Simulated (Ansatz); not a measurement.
Born–Oppenheimer molecular dynamics of H$_{6}$O$_{3}$Si$_{2}$ (11 atoms, charge 0, multiplicity 1). It starts from a relaxed structure.

All numbers below come from RKS PBE/def2-SVP (Ansatz).

| Property | Result |
| --- | --- |
| ensemble | NVT, Langevin thermostat |
| time step | 0.25 fs |
| steps asked | 150 |
| set temperature | 700 K |
| friction | 0.001 /fs |
| seed | 262614 |

First frame:

```xyz
11
Properties=species:S:1:pos:R:3
Si -0.201 -0.104 -0.044
O -0.559 -0.762 1.454
Si -1.341 -0.272 2.858
H -2.827 -0.172 2.632
H -1.075 -1.309 3.910
H -0.828 1.062 3.328
H 1.148 0.524 0.004
O -1.252 1.116 -0.469
H -2.108 0.812 -0.820
O -0.322 -1.341 -1.159
H -0.238 -2.231 -0.774
```

Question: What does the run give?

Answer: All steps were run.

* steps done: 150
* time covered: 37.5 fs
* mean temperature over the second half: 378 K
* spread of the potential energy over the second half: 10.4 meV per atom
* mean potential energy of the second half above the start: 38.8 meV per atom

The mean temperature of the second half is 46 % below the set value. A run of 0.037 ps of so small a system gives no equilibrium averages.

Question: What happens to the structure?

Answer: The same pairs are bonded in the first frame and the last. Pairs count as bonded within 1.25 times the sum of covalent radii (0.12 Å more for H–H). The details hang on the random start.

Question: How do temperature and energy run in time?

Answer: 
| time (fs) | T (K) | potential energy less start (eV) |
| --- | --- | --- |
| 0.0 | 636 | 0.000 |
| 3.0 | 516 | 0.162 |
| 6.0 | 379 | 0.410 |
| 9.0 | 282 | 0.557 |
| 12.0 | 252 | 0.596 |
| 15.0 | 351 | 0.446 |
| 18.0 | 466 | 0.306 |
| 21.0 | 524 | 0.234 |
| 24.0 | 437 | 0.350 |
| 27.0 | 350 | 0.461 |
| 30.0 | 305 | 0.535 |
| 33.0 | 270 | 0.582 |
| 36.0 | 368 | 0.433 |

Run time: 4.6 min on 2 threads of AMD EPYC 7R43 64-Core Processor (Zen 3), with other jobs on the host, peak memory 0.16 GiB.
